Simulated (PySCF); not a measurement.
System: sum formula H5SiN2O2, charge 0, multiplicity 2. It need not be the lowest isomer of its formula. 
Coordinates optimised at B3LYP-D3(BJ)/def2-TZVP (Ansatz):
```
Si
O 1 1.6212
O 1 1.6411 2 119.29
H 3 0.9597 1 117.66 2 58.01
N 1 1.6968 2 109.36 3 127.45
H 5 1.0057 1 122.29 2 25.09
H 5 1.0058 6 113.47 1 -174.07
N 1 1.7282 2 99.26 5 122.53
H 8 1.0088 1 120.24 2 -61.81
H 8 1.0098 9 111.88 1 -149.13
```
Charge 0, spin multiplicity 2.

Dispersion corrections to the total energy (kcal/mol) from the dftd3 and dftd4 libraries through PySCF: D3(BJ) without and D4 with the three-body term, each with the damping fitted for the functional named.

```json
[
 {"functional": "B3LYP", "D3(BJ)": "-7.94", "D4": "___"},
 {"functional": "LC-wPBE", "D3(BJ)": "-4.26", "D4": "-5.38"},
 {"functional": "TPSSh", "D3(BJ)": "___", "D4": "-5.93"},
 {"functional": "HF", "D3(BJ)": "-36.65", "D4": "-17.62"},
 {"functional": "B2GP-PLYP", "D3(BJ)": "-3.06", "D4": "-2.01"},
 {"functional": "r2SCAN", "D3(BJ)": "-1.25", "D4": "___"},
 {"functional": "TPSS", "D3(BJ)": "-5.70", "D4": "-6.55"}
]
```

**Question.** Fill in the missing entries.

**Answer.** 
- B3LYP, D4: -7.82
- TPSSh, D3(BJ): -5.23
- r2SCAN, D4: -1.16
